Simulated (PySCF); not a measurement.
C4H4F2O2, SMILES FC(F)=C1COCO1. Atoms are numbered in the order given.

```xyz
12

F      1.4863    -1.7933     0.6187
C      1.2390    -0.5410     0.2868
F      2.3425     0.1987     0.2668
C      0.0415    -0.0301     0.0113
C     -0.2885     1.3917    -0.3913
O     -1.7020     1.4090    -0.2690
C     -2.1204     0.0976    -0.4986
O     -1.1201    -0.7485     0.0579
H      0.0326     1.6060    -1.4306
H      0.1434     2.1541     0.2733
H     -2.2128    -0.1186    -1.5849
H     -3.0763    -0.0843     0.0128
```
Charge 0, spin multiplicity 1.

The structure is a stationary point at B3LYP-D3(BJ)/def2-SVP. This is a generated structure with no PubChem entry under its InChIKey; it may be hypothetical. Other conformers were not sampled.

Calculation: PBE0/pcSseg-1 in PySCF.

GIAO shieldings, no solvent; atoms listed in one row are averaged. δ = σ(ref) − σ: ¹⁹F against CFCl3 (σ = 167.2 ppm); ¹³C against TMS (σ = 186.3 ppm); ¹⁷O against H2O (σ = 334.2 ppm); ¹H against TMS (σ = 31.56 ppm), references at their B3LYP-D3(BJ)/def2-TZVP geometries, non-relativistic.

```csv
nucleus,atoms,count,δ (ppm)
¹⁹F,F1,1,-116.7
¹⁹F,F3,1,-132.2
¹³C,C2,1,159.6
¹³C,C4,1,121.9
¹³C,C7,1,103.7
¹³C,C5,1,69.1
¹⁷O,O8,1,119.0
¹⁷O,O6,1,73.4
¹H,H12,1,5.80
¹H,H11,1,5.24
¹H,H10,1,4.93
¹H,H9,1,4.64
```
